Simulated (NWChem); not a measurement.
Species: BHF$_{2}$; SMILES FBF

```xyz
4

B      0.0000     0.0000    -0.4578
H      0.0000     0.0000    -1.6472
F     -1.1335     0.0000     0.2187
F      1.1335     0.0000     0.2187
```
Atoms are numbered in this order, from 1.

All runs: NWChem. All runs use the structure optimised with B3LYP/6-31G* (spherical d). Vertical excitations in the gas phase.

### Question
What does the run give for PBE/aug-cc-pVDZ, TDA? Quantities: lowest excitation, singlet (eV); oscillator strength of that lowest state; lowest triplet (eV); orbital gap (eV).

### Answer
The lowest excitation, singlet (eV) is 7.99. The oscillator strength of that lowest state is 0.045 and the lowest triplet (eV) comes out as 7.04. The orbital gap (eV) comes out as 7.58.
